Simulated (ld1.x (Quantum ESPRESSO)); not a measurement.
## Before and after: TM potential for magnesium (Mg)

magnesium, norm-conserving Troullier–Martins (Kleinman–Bylander form), made with ld1.x (Quantum ESPRESSO) 7.5 (PW91, scalar-relativistic). Core [Ne], reference 3s2 3p0. Waves: 3p (bound, empty): rc 2.30 bohr; 3d channel at -0.1 Ry: rc 2.60 bohr; 3s (bound): rc 2.75 bohr. Local part: the s channel. Core correction: none.

Change: reference 3s1 3p1.

Cutoffs: the cutoffs (Ry, on a coarse ladder) from which the occupation-weighted sum of valence levels, in a spherical-Bessel basis at the reference potential, stays within 10 and 1 mRy of its value at 400 Ry; they do not see the model core or the augmentation charge, which bear on the density cutoff. Errors are all-electron minus pseudo energies relative to the spin-unpolarised reference configuration.

Question: What does the change do?

Answer: The potential gets softer (6 Ry and 15 Ry → 6 Ry and 12 Ry); neither file shows a bound ghost.

| quantity | base | changed |
| --- | --- | --- |
| cutoff, loose | 6 Ry | 6 Ry |
| cutoff, tight | 15 Ry | 12 Ry |
| bound ghosts | none | none |
| largest error over its own tests, meV | +98 | +53 |
| s: phases at 2.99 bohr within 0.05 rad from the reference energy up to (Ry; the scan ends near 5) | 1.5 | 1.4 |
| p: phases at 2.99 bohr within 0.05 rad from the reference energy up to (Ry; the scan ends near 5) | 0.3 | 0.5 |
| d: phases at 2.99 bohr within 0.05 rad from the reference energy up to (Ry; the scan ends near 5) | 3.6 | 3.6 |
